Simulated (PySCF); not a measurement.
trans-(1R,2R)-1-chloro-2-fluorocyclopropane (C₃H₄ClF), SMILES F[C@@H]1C[C@H]1Cl. Heavy atoms are numbered as in [F:1][C@@H:2]1[CH2:3][C@H:4]1[Cl:5]. Hydrogens are named by the atom that carries them.

Geometry optimised at PBE0-D3(BJ)/def2-SVP.

Computed with PBE/def2-TZVP (PySCF).

Atomic charges (e), one atom of each kind:

```
atom      Mulliken  Löwdin
--------  --------  ------
F1           -0.18    0.17
C2 (CH)       0.06   -0.36
C3 (CH2)     -0.23   -0.22
C4 (CH)      -0.04   -0.49
Cl5          -0.13    0.34
H on C2       0.10    0.14
H on C3       0.13    0.15
H on C4       0.14    0.14
```

Computed Mayer and Wiberg (Löwdin basis) orders of the bonds:
```json
[
 {"bond": "F1–C2", "Mayer": "1.09", "Wiberg": "1.73"},
 {"bond": "C2–C3", "Mayer": "0.96", "Wiberg": "1.27"},
 {"bond": "C2–C4", "Mayer": "0.96", "Wiberg": "1.26"},
 {"bond": "C3–C4", "Mayer": "0.98", "Wiberg": "1.27"},
 {"bond": "C4–Cl5", "Mayer": "1.07", "Wiberg": "1.67"}
]
```
